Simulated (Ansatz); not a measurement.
`[AlH2][SeH]` + `CO[SiH2]F` → `F[SiH2]OC[SeH]` + `[AlH3]`  (formal exchange of groups at the Se–Al bond)

Gas-phase electronic energies from Ansatz, PBE0-D4/def2-TZVP geometries. CBS: MP2 limit from def2 TZ/QZ plus the TZ coupled-cluster correction, frozen cores. This one scheme is used for every species. DFT in def2-TZVPP. HSE06 is defined as in plane-wave codes. For Se outer-core shells are correlated without core-valence functions, which leaves a few kJ/mol of doubt a bond. Scalar relativity is left out up to krypton. Each species was taken in one conformer, which may not be the lowest.

Question: Is it downhill or uphill in electronic energy at CCSD(T)/CBS, and by how much? (Estimate.)

Answer: Computed: Uphill: ΔE = +173.1 kJ/mol.

Question: What do these levels give: PBE0-D4, r2SCANh-D4, HSE06, SCS-MP2/def2-TZVPP, SCS-MP2/def2-QZVPP, MP2/CBS(def2)? (Best estimate.)

Answer: Computed: PBE0-D4 171.7, r2SCANh-D4 175.6, HSE06 176.3, SCS-MP2/def2-TZVPP 170.1, SCS-MP2/def2-QZVPP 171.9, MP2/CBS(def2) 175.3 kJ/mol.

Largest T1 diagnostic among the species: 0.011.

From r2SCAN to r2SCAN0 (25 % exact exchange), in def2-TZVPP and without D4, ΔE moves by +4.0 kJ/mol. Leaving LDA and LC-ωPBE aside and taking each functional with its dispersion term where it has one, the values, not all of them listed here, spread over 18.8 kJ/mol, from revPBE-D4 to r2SCAN0-D4. LDA lies −5.1 kJ/mol from PBE without D4. The D4 term adds −8.4 kJ/mol with B3LYP and −4.5 kJ/mol with PBE0; it sums over pairs of atoms, weighted by their polarisabilities, and B3LYP, whose exchange is more repulsive, gets the larger term.

B3LYP here is the variant with VWN-RPA as its local correlation; programs differ in this.
